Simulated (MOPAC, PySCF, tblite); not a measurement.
Breaking a bond: HBr, singlet.

RKS-M06-2X/6-31G* = restricted M06-2X/6-31G*, spherical d (PySCF); UKS-M06-2X/6-31G* = unrestricted M06-2X/6-31G*, spherical d (PySCF); AM1, restricted, heats of formation (MOPAC); GFN2-xTB, 300 K electronic temperature (tblite).

Energies are in kJ/mol, each relative to the lowest point of its own curve near equilibrium.

| R / Å | RKS-M06-2X/6-31G* | UKS-M06-2X/6-31G* | AM1 | GFN2-xTB |
|---|---|---|---|---|
| 1.15 | 160.3 | 160.3 | 107.1 | 125.0 |
| 1.23 | 69.2 | 69.2 | 47.8 | 45.3 |
| 1.28 | 34.9 | 34.9 | 24.5 | 19.7 |
| 1.35 | 8.3 | 8.3 | 5.7 | 2.9 |
| 1.40 | 0.8 | 0.8 | 0.5 | 0.0 |
| 1.42 | 0.0 | 0.0 | 0.0 | 0.3 |
| 1.44 | 0.2 | 0.2 | 0.4 | 1.3 |
| 1.48 | 3.4 | 3.4 | 3.4 | 5.0 |
| 1.57 | 20.8 | 20.8 | 20.1 | 19.2 |
| 1.67 | 51.1 | 51.1 | 51.2 | 40.9 |
| 1.75 | 80.1 | 80.1 | 83.2 | 60.6 |
| 1.90 | 139.1 | 139.1 | 154.1 | 100.5 |
| 2.12 | 225.8 | 225.8 | 267.4 | 160.4 |
| 2.37 | 315.2 | 292.4 | 387.2 | 223.5 |
| 2.56 | 374.2 | 316.4 | 463.6 | 264.6 |
| 2.84 | 447.0 | 334.6 | 552.5 | 311.6 |
| 3.16 | 510.9 | 345.1 | 626.0 | 343.0 |
| 3.48 | 557.6 | 349.9 | 676.8 | — |
| 3.84 | 594.7 | 351.8 | 715.4 | — |
| 4.30 | 626.2 | 352.7 | 747.6 | — |
| 4.98 | 653.6 | 353.1 | 777.0 | — |
| 5.68 | 668.8 | 353.1 | 796.8 | — |

At the longest distance, 5.68 Å, AM1 lies highest above its minimum (796.8 kJ/mol) and UKS-M06-2X/6-31G* lowest (353.1 kJ/mol).

A dash means that the run gave no value there, or that the column was ended at a point which the program doubted or which failed a test of continuity chosen for this set; such a test can also cut sound points.

The restricted form behind RKS-M06-2X/6-31G*, AM1 keeps the bonding electrons paired and can't separate into open-shell fragments. The unrestricted determinant behind UKS-M06-2X/6-31G* is spin-contaminated at 2.37 to 5.68 Å (<S²> up to 1.0, against 0.00 for a pure singlet).
